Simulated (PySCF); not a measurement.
MoOCl3, SMILES [O]=[Mo+]([Cl])([Cl])[Cl], charge +1, multiplicity 1. Heavy atoms are numbered as in [Mo+:1](=[O:2])([Cl:3])([Cl:4])[Cl:5].

Geometry optimised at PBE0-D3(BJ)/def2-SVP. The multiplicity is an assumed one; no other spin state was optimised. The isomer is the one that the SMILES or the coordinates give; other isomers of the formula were not compared. The def2 effective core potentials stand for the cores of Mo; spin–orbit coupling is left out.

Level of theory: PySCF with B3LYP/def2-TZVP.

ESP charges are fitted to the potential on shells at 1.4 to 2.0 van der Waals radii. Atomic charges (e), one atom of each kind:

```csv
atom,Mulliken,ESP fit
Mo1,1.47,0.16
O2,-0.31,0.04
Cl3,-0.05,0.26
```
